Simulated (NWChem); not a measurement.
System: SiHSeCl₂F; SMILES F[Si](Cl)(Cl)[SeH]

NWChem input:

```
start job
memory heap 200 mb stack 900 mb global 1100 mb
geometry units angstroms noautoz
  F      0.051283     0.782442     1.850419
  Si     0.001378     0.487888     0.275033
  Cl     1.608827     1.481941    -0.530022
  Cl    -1.749044     1.259961    -0.460614
  Se     0.001738    -1.735363    -0.164130
  H      1.353868    -1.913196     0.416432
end
basis spherical
  * library def2-svp
end
dft
  xc b3lyp
  iterations 150
end
tddft
  cis
  nroots 6
  notriplet
end
task tddft energy
```

Coordinates come from a B3LYP/6-31G* (spherical d) optimisation.

Vertical excitations in the gas phase.

Predict the main results of this run. (B3LYP/def2-SVP, TDA.) Quantities: lowest excitation, singlet (eV); oscillator strength of that lowest state; orbital gap (eV).


- lowest excitation, singlet (eV): 5.41
- oscillator strength of that lowest state: 0.005
- orbital gap (eV): 6.66
